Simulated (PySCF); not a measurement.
Geometry:
```tsv
atom	x (Å)	y (Å)	z (Å)
N1	-1.174	0.427	-0.655
Si2	-1.070	-0.741	0.609
S3	0.811	-0.494	1.618
Si4	1.996	-0.142	-0.147
H5	-1.187	1.422	-0.466
H6	-1.624	0.199	-1.534
H7	-2.086	-0.651	1.701
H8	-1.188	-2.065	-0.069
H9	1.646	-1.105	-1.232
H10	3.409	-0.367	0.278
H11	1.869	1.255	-0.652
```

Geometry: PBE0-D3(BJ)/def2-SVP; GIAO shifts from PySCF, gas phase, non-relativistic, averaged over equivalent atoms.

At PBE0/pcSseg-1 (124 basis functions, 8.7 s wall time on 1 thread of an Arm Neoverse V1, shared host):
```tsv
atoms	δ (ppm)
N1	22.4
Si2	-21.0
Si4	-52.3
S3	-292.7
H7/H8	5.27
H9/H10/H11	4.61
H5/H6	0.53
```

Shifts are taken against calculated references (same method and geometry level): NH3 for ¹⁵N (265.67 ppm); TMS for ²⁹Si (351.99 ppm), ¹H (31.27 ppm); ³³S (495.66 ppm) against CS2.

Q: Predict the values at CAM-B3LYP/pcSseg-2 on the same geometry.

A: 
```json
{"atoms": "N1", "δ at CAM-B3LYP/pcSseg-2": "22.2", "change": "-0.2"}
{"atoms": "Si2", "δ at CAM-B3LYP/pcSseg-2": "-25.6", "change": "-4.6"}
{"atoms": "Si4", "δ at CAM-B3LYP/pcSseg-2": "-57.0", "change": "-4.7"}
{"atoms": "S3", "δ at CAM-B3LYP/pcSseg-2": "-266.8", "change": "+25.9"}
{"atoms": "H7/H8", "δ at CAM-B3LYP/pcSseg-2": "5.22", "change": "-0.05"}
{"atoms": "H9/H10/H11", "δ at CAM-B3LYP/pcSseg-2": "4.56", "change": "-0.05"}
{"atoms": "H5/H6", "δ at CAM-B3LYP/pcSseg-2": "0.74", "change": "+0.21"}
```

Referencing at the same level of theory: ¹⁵N (σref 261.83) vs NH3; ²⁹Si (σref 328.96) and ¹H (σref 31.34) vs TMS; ³³S (σref 494.65) against CS2.

The largest change is at S3 (sulfur bonded to 2 Si). Cost: 263 basis functions, 37 s wall time on 1 thread of an Arm Neoverse V1, shared host.

Experimental scales use liquid or dissolved standards, which lie at an offset from isolated NH3 (liquid NH3: subtract about 20 ppm).
